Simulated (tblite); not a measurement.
A tight-binding relaxation on `[P-]([GeH3])[Ge]([CH3])([CH3])[CH3]`.

Computed with GFN2-xTB geometry optimisation, gas phase (tblite 0.8.0). Start geometry: from a force field or distance geometry. The command runs a driver script over a list of jobs; the input below is this job's line of settings and its coordinates in Å.

Command:
```bash
OMP_NUM_THREADS=1 python probes_run.py task.json out
```

Input:
```
{"job": {"kind": "relax", "xc": "GFN2-xTB", "basis": "xTB"}, "charge": -1, "multiplicity": 1}
C     -1.659300    -1.270600     1.461400
Ge    -0.480100    -0.266700     0.285800
C     -0.884800    -0.675300    -1.556100
C     -0.698400     1.641100     0.601500
P      1.643800    -0.851600     0.725900
Ge     2.990700     0.310900    -0.640600
H     -2.716900    -0.975400     1.246300
H     -1.420300    -1.032500     2.524400
H     -1.533700    -2.357500     1.281700
H     -0.220200    -0.097400    -2.218200
H     -0.760500    -1.759000    -1.743900
H     -1.949600    -0.392400    -1.767700
H     -1.754200     1.922400     0.414800
H     -0.016300     2.198600    -0.064900
H     -0.452300     1.873000     1.668100
H      2.637200    -0.009800    -2.099400
H      2.797600     1.830500    -0.378500
H      4.468800    -0.082200    -0.358800
```

Estimate the output.

```
step      E/eV     max force
  0    -519.51032    1.939
  1    -519.73149    1.293
  2    -519.90690    1.328
  3    -520.00333    1.158
  4    -520.14910    0.545
  5    -520.17770    0.329
  6    -520.18911    0.231
  7    -520.19729    0.219
  8    -520.20464    0.250
  9    -520.20951    0.190
... (44 lines left out)
 54    -520.23727    0.013
 55    -520.23729    0.014
 56    -520.23732    0.014
 57    -520.23734    0.014
 58    -520.23736    0.015
 59    -520.23740    0.020
 60    -520.23745    0.030
 61    -520.23751    0.030
 62    -520.23756    0.017
 63    -520.23758    0.009
```

«max force» is the largest atomic force in eV/Å.

From which step on does the largest force stay under 0.1 eV/Å, and how much energy is left to gain from there?

From step 25 (0.086 eV/Å), 2.9 meV above the end.

Summary of the converged run: energy lowered by 16.8 kcal/mol over 63 steps; largest atomic force 0.009 eV/Å at the end.

Give the final coordinates.

0.146 Å rms from the input after alignment:
```
atom  x, y, z in Å
C1    -1.6687   -1.2552    1.4525
Ge2   -0.2563   -0.3416    0.3527
C3    -0.8567   -0.6630   -1.5470
C4    -0.6632    1.6196    0.5976
P5     1.8212   -1.0676    0.9368
Ge6    2.8373    0.2507   -0.5566
H7    -2.6577   -0.9046    1.1682
H8    -1.5297   -1.0556    2.5112
H9    -1.6377   -2.3321    1.3132
H10   -0.2222   -0.1181   -2.2414
H11   -0.8001   -1.7182   -1.8012
H12   -1.8825   -0.3307   -1.6843
H13   -1.6996    1.8285    0.3453
H14   -0.0244    2.2212   -0.0440
H15   -0.4901    1.9288    1.6250
H16    2.6065    0.0859   -2.0723
H17    2.7538    1.7883   -0.4694
H18    4.3613    0.0699   -0.5047
```
Labels such as C1 count atoms from 1, the log's own numbers from 0.
